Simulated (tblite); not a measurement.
Species: C2H10Si3.
SMILES with atom numbers: `[CH2:1]=[CH:2][SiH2:3][SiH2:4][SiH3:5]` (hydrogens: H6, H7 on C1; H8 on C2; H9, H10 on Si3; H11, H12 on Si4; H13, H14, H15 on Si5)

Computed with GFN2-xTB (tblite), gas phase: Langevin dynamics at 300 K from the optimised GFN2-xTB geometry, time step 0.5 fs, friction 0.01 fs⁻¹, 2000 steps. The instantaneous temperature is 2·E(kin)/(3Nk) with all 3N coordinates.

```csv
t (fs),T (K),E(pot) above start (eV),C1=C2 (Å),C2–Si3 (Å),Si3–Si4 (Å),Si4–Si5 (Å),C1–H6 (Å),C1–C2–Si3–Si4 (°)
0,239,0.000,1.324,1.882,2.323,2.313,1.078,-111
25,141,0.421,1.315,1.876,2.283,2.284,1.018,-116
50,234,0.306,1.312,1.892,2.373,2.302,1.113,-120
75,219,0.384,1.337,1.893,2.273,2.387,1.108,-121
100,230,0.375,1.325,1.868,2.333,2.328,1.030,-125
125,203,0.440,1.317,1.904,2.399,2.303,1.064,-130
150,200,0.350,1.312,1.861,2.265,2.302,1.133,-116
175,257,0.238,1.332,1.902,2.352,2.310,1.067,-98
200,226,0.339,1.320,1.897,2.314,2.338,1.042,-88
225,245,0.420,1.315,1.876,2.271,2.305,1.117,-88
250,286,0.466,1.336,1.921,2.409,2.333,1.120,-78
275,233,0.492,1.334,1.855,2.426,2.384,1.053,-81
300,320,0.517,1.330,1.945,2.293,2.233,1.081,-86
325,418,0.584,1.311,1.819,2.269,2.321,1.103,-88
350,301,0.761,1.312,1.943,2.397,2.440,1.059,-91
375,387,0.457,1.335,1.867,2.436,2.399,1.071,-98
400,320,0.511,1.358,1.867,2.290,2.289,1.058,-100
425,296,0.351,1.317,1.902,2.372,2.268,1.097,-102
450,324,0.409,1.304,1.871,2.298,2.410,1.074,-108
475,298,0.447,1.361,1.908,2.327,2.280,1.062,-108
500,391,0.388,1.345,1.851,2.290,2.294,1.116,-95
525,299,0.586,1.322,1.909,2.317,2.392,1.075,-93
550,248,0.662,1.314,1.913,2.451,2.337,1.059,-91
575,402,0.325,1.326,1.902,2.373,2.301,1.081,-101
600,266,0.503,1.328,1.847,2.263,2.294,1.092,-109
625,358,0.290,1.328,1.888,2.289,2.280,1.035,-109
650,370,0.368,1.312,1.933,2.345,2.399,1.094,-106
675,350,0.494,1.313,1.907,2.300,2.381,1.114,-96
700,363,0.477,1.337,1.886,2.394,2.274,1.045,-96
725,353,0.408,1.336,1.859,2.322,2.330,1.065,-90
750,378,0.503,1.302,1.955,2.290,2.292,1.109,-94
775,380,0.585,1.314,1.857,2.330,2.340,1.100,-83
800,342,0.447,1.349,1.923,2.306,2.340,1.065,-73
825,311,0.408,1.348,1.825,2.353,2.324,1.073,-85
850,282,0.420,1.302,1.922,2.324,2.349,1.088,-95
875,313,0.441,1.292,1.865,2.354,2.327,1.108,-102
900,262,0.410,1.328,1.905,2.315,2.313,1.078,-126
925,301,0.446,1.338,1.860,2.335,2.329,1.069,-136
950,264,0.454,1.320,1.922,2.311,2.353,1.108,-145
975,177,0.654,1.315,1.868,2.294,2.262,1.055,-150
1000,267,0.409,1.331,1.926,2.335,2.351,1.060,-154
```

Question: From 500 fs on, how do temperature and potential energy compare with equipartition?

Answer: The mean temperature of these 21 frames is 318 K against the target 300 K, and the mean potential energy 0.46 eV against 39 × kT/2 = 0.50 eV for 39 classical harmonic modes. For 15 atoms in a canonical ensemble the temperature itself scatters by T·√(2/(3N)) = 63 K; here its standard deviation is 57 K. The whole run lasts only 10 friction times of 100 fs, so these averages carry a wide statistical error.

Question: What are the kinetic and total energies of the listed frame with the highest potential energy?

Answer: The one at 350 fs, 0.761 eV above the start. Its kinetic energy is 3NkT/2 = 0.583 eV at 301 K, so the sum is 1.34 eV; over the listed frames the sum runs from 0.46 to 1.39 eV, since the thermostat adds and removes energy.

Question: How much do the listed bonds fluctuate from 500 fs on?

Answer: 
```json
{"bond": "C1=C2", "at the start (Å)": "1.324", "mean (Å)": "1.324", "standard deviation (Å)": "0.015"}
{"bond": "C2–Si3", "at the start (Å)": "1.882", "mean (Å)": "1.892", "standard deviation (Å)": "0.034"}
{"bond": "Si3–Si4", "at the start (Å)": "2.323", "mean (Å)": "2.328", "standard deviation (Å)": "0.041"}
{"bond": "Si4–Si5", "at the start (Å)": "2.313", "mean (Å)": "2.327", "standard deviation (Å)": "0.037"}
{"bond": "C1–H6", "at the start (Å)": "1.078", "mean (Å)": "1.080", "standard deviation (Å)": "0.023"}
```

The motion is classical and holds no zero-point motion.

The cost below is that of the whole dynamics run. The run took 45 s wall on an Intel Xeon at 2.50 GHz with one thread, shared host, and the process peaked at 0.18 GiB of memory.
